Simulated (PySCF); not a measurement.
## Bonding in `C#C[SiH2]C#CC1CCC1`

Compound: C8H10Si.
SMILES with atom numbers: `[CH:1]#[C:2][SiH2:3][C:4]#[C:5][CH:6]1[CH2:7][CH2:8][CH2:9]1` (hydrogens: H10 on C1; H11, H12 on Si3; H13 on C6; H14, H15 on C7; H16, H17 on C8; H18, H19 on C9)

Cartesian coordinates in Å at the PBE0-D3(BJ)/def2-SVP level; atoms count from 1:
```xyz
19
C8H10Si angstrom
C      4.5678    0.0129    1.1478
C      3.8383   -0.7006    0.4855
Si     2.7383   -1.7803   -0.5131
C      1.0316   -1.1422   -0.4738
C     -0.1088   -0.7094   -0.4364
C     -1.4482   -0.1668   -0.3674
C     -1.6898    1.3170   -0.7515
C     -2.7146    1.4011    0.3934
C     -2.0671    0.1531    1.0191
H      5.2137    0.6438    1.7326
H      2.7821   -3.1595    0.0520
H      3.2423   -1.8116   -1.9161
H     -2.1332   -0.8149   -0.9403
H     -0.7932    1.9196   -0.5450
H     -2.0254    1.5199   -1.7787
H     -3.7364    1.1942    0.0397
H     -2.7349    2.3216    0.9942
H     -2.7165   -0.6129    1.4669
H     -1.2798    0.4173    1.7403
```

Bond orders from the PBE0/pcSseg-1 density (PySCF). The structure is a single PBE0-D3(BJ)/def2-SVP conformer in the gas phase; no vibrational or solvent corrections.

Problem. Where do the orders between heavy atoms depart from those drawn in the SMILES?

Solution. The largest departure is 0.622, at C4–C5 (drawn triple, 2.378). Drawn double or triple, more than 0.30 short of the drawn order: C1–C2 (2.561) and C4–C5 (2.378).

Problem. Give the Mayer order of every bond between heavy atoms, beside its length.

Solution. 
| bond | drawn as | length (Å) | Mayer order |
| --- | --- | --- | --- |
| C1–C2 | triple | 1.217 | 2.561 |
| C2–Si3 | single | 1.837 | 0.930 |
| Si3–C4 | single | 1.823 | 1.041 |
| C4–C5 | triple | 1.220 | 2.378 |
| C5–C6 | single | 1.447 | 1.033 |
| C6–C7 | single | 1.552 | 0.973 |
| C7–C8 | single | 1.539 | 1.030 |
| C8–C9 | single | 1.539 | 1.030 |
| C9–C6 | single | 1.552 | 0.973 |

Bonds between the same two heavy elements. C–C: lowest C6–C7 and C9–C6 (0.973, 1.552 Å), highest C1–C2 (2.561, 1.217 Å). C–Si: lowest C2–Si3 (0.930, 1.837 Å), highest Si3–C4 (1.041, 1.823 Å). Bonds named together lie within 0.004.

Problem. And the bonds to hydrogen?

Solution. C–H: 0.88 to 1.06 (8 bonds); H–Si: 0.92 (2 bonds).

Problem. Sum the orders of all bonds at each heavy atom with more than one neighbour and set the sums beside the valence in the SMILES.

Solution. C1 3.626 (drawn 4), C2 3.491 (drawn 4), Si3 3.817 (drawn 4), C4 3.419 (drawn 4), C5 3.411 (drawn 4), C6 3.863 (drawn 4), C7 3.910 (drawn 4), C8 3.967 (drawn 4), C9 3.910 (drawn 4). Orders between atoms that aren't bonded are not in these sums.

The Mayer order sums products of elements of PS (density times overlap matrix) between the two atoms' basis functions, so it depends on the basis set.
